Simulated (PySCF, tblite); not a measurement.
Species: C₈H₁₇N.
Structure used (GFN2-xTB), in Å, numbered top down from 1:
```xyz
26
C8H17N angstrom
C      3.7524    0.2261    0.5563
C      2.8042   -0.5549    0.0739
C      1.4178   -0.6336    0.6286
C      0.3829    0.0511   -0.2852
C      0.2558   -0.6937   -1.6124
C     -0.9614    0.2136    0.4517
C     -1.6836   -1.1042    0.7170
C     -1.9040    1.1724   -0.2883
N     -3.0256    1.5204    0.5714
H      4.7398    0.2619    0.1277
H      3.5818    0.8632    1.4091
H      3.0095   -1.1862   -0.7803
H      1.3972   -0.1510    1.6082
H      1.1437   -1.6830    0.7554
H      0.7562    1.0611   -0.4978
H      0.0419   -1.7469   -1.4486
H      1.1834   -0.6168   -2.1741
H     -0.5374   -0.2672   -2.2202
H     -0.7400    0.6774    1.4218
H     -2.6127   -0.8956    1.2403
H     -1.0789   -1.7682    1.3288
H     -1.9263   -1.6059   -0.2154
H     -1.3328    2.0549   -0.6273
H     -2.3195    0.6809   -1.1716
H     -2.6941    2.0170    1.3925
H     -3.6712    2.1301    0.0819
```

Method used: PBE0/pcSseg-1 in PySCF (dipole) on a GFN2-xTB geometry, gas phase.

Masses are those of the commonest isotopes; rigid-rotor values at the optimised geometry. The values belong to one conformer with, in the numbering `[CH2:1]=[CH:2][CH2:3][C@@H:4]([CH3:5])[C@H:6]([CH3:7])[CH2:8][NH2:9]`, C1–C2–C3–C4 107°, C2–C3–C4–C5 66°, C3–C4–C6–C7 -69°, C4–C6–C8–N9 -168°, C6–C8–N9–H 63° and -178°.

Question: What are A, B and C (GHz)?

Answer: Ia = 168.23, Ib = 692.10, Ic = 714.11 u·Å²; 505379 MHz·u·Å²/I gives 3004, 730.2 and 707.7 MHz, that is A = 3.0042, B = 0.7302, C = 0.7077 GHz.

Question: What kind of rotor is it?

Answer: A near-prolate asymmetric top. Ray's parameter κ = (2B − A − C)/(A − C) = -0.980; −1 is the prolate and +1 the oblate limit.

Question: What does the inertial defect say?

Answer: Not planar: Δ = Ic − Ia − Ib = -146.22 u·Å². For a rigid frame Δ = −2 Σ m c², so Σ m c² = 73.11 u·Å² lies off the ab plane: 24.40 from hydrogen and 48.71 from heavier atoms. The atom farthest from that plane is 2.17 Å away.

Question: Give the other two planar moments, Paa and Pbb, and the rms extents of the mass along the axes.

Answer: Paa = Σ m a² = (Ib + Ic − Ia)/2 = 618.99 and Pbb = Σ m b² = (Ia + Ic − Ib)/2 = 95.12 u·Å². With the mass M = 127.14 u, the rms extents √(P/M) along a, b and c are 2.21, 0.86, 0.76 Å.

Question: Where do the levels up to J = 3 lie, in K?

Answer: Above 0(0,0), as E/k:
J = 1: 1(0,1) 0.069, 1(1,1) 0.178, 1(1,0) 0.179
J = 2: 2(0,2) 0.207, 2(1,2) 0.315, 2(1,1) 0.318, 2(2,1) 0.646, 2(2,0) 0.646
J = 3: 3(0,3) 0.414, 3(1,3) 0.520, 3(1,2) 0.527, 3(2,2) 0.853, 3(2,1) 0.853, 3(3,1) 1.401, 3(3,0) 1.401
Those of J = 1 are B + C, A + C and A + B.

Question: Which lines would a microwave search look for?

Answer: The dipole components are |μa| = 0.25 D, |μb| = 0.74 D, |μc| = 1.01 D. The squared components, which scale the intensities, stand as 0.06 : 0.54 : 1.00 (a : b : c). Some lines, for components of 0.1 D or more:

```csv
type,branch,"J(Ka,Kc)",MHz,lower level (cm⁻¹)
b,R,"2(0,2) ← 1(1,1)",602,0.124
c,Q,"2(1,2) ← 2(0,2)",2252,0.144
c,Q,"1(1,1) ← 1(0,1)",2274,0.048
b,Q,"2(1,1) ← 2(0,2)",2319,0.144
b,Q,"3(1,2) ← 3(0,3)",2353,0.288
a,R,"2(1,2) ← 1(1,1)",2853,0.124
a,R,"2(1,1) ← 1(1,0)",2898,0.125
b,R,"1(1,1) ← 0(0,0)",3712,0.000
a,R,"3(1,3) ← 2(1,2)",4280,0.219
a,R,"3(2,2) ← 2(2,1)",4314,0.449
a,R,"3(2,1) ← 2(2,0)",4314,0.449
a,R,"3(1,2) ← 2(1,1)",4347,0.221
b,Q,"3(2,1) ← 3(1,2)",6789,0.366
b,Q,"2(2,0) ← 2(1,1)",6822,0.221
b,Q,"2(2,1) ← 2(1,2)",6889,0.219
b,R,"2(2,1) ← 1(1,0)",9720,0.125
c,R,"2(2,0) ← 1(1,0)",9720,0.125
c,R,"2(2,1) ← 1(1,1)",9743,0.124
c,R,"3(2,1) ← 2(1,1)",11136,0.221
b,R,"3(2,1) ← 2(1,2)",11204,0.219
c,Q,"3(3,1) ← 3(2,1)",11425,0.593
b,Q,"3(3,1) ← 3(2,2)",11426,0.593
c,R,"3(3,0) ← 2(2,0)",15740,0.449
c,R,"3(3,1) ← 2(2,1)",15740,0.449
b,R,"3(3,0) ← 2(2,1)",15740,0.449
```

Question: Estimate the classical rotational partition function at 25 K, 200 K and 298.15 K.

Answer: Point group C1, symmetry number σ = 1; q = (√π/σ)·√((kT/h)³/(ABC)), k/h = 20836.6 MHz/K: 16900 at 25 K, 383000 at 200 K, 697000 at 298.15 K.

Its GFN2-xTB frequencies are all real (lowest 27 cm⁻¹). Constants of a rigid frame at the computed geometry: no zero-point averaging, no centrifugal distortion. A rigid rotor knows nothing of inversion at nitrogen or internal rotation, which can split or shift real lines. Quadrupole hyperfine structure (14N) is left out.

Hardware: an Arm Neoverse N1 with one thread, shared host with 64 logical CPUs at a one-minute load of 52. Cost: 89 s wall, 1.1 GiB resident at most. This is the PBE0/pcSseg-1 job that gave the dipole, with the shieldings it also computed.
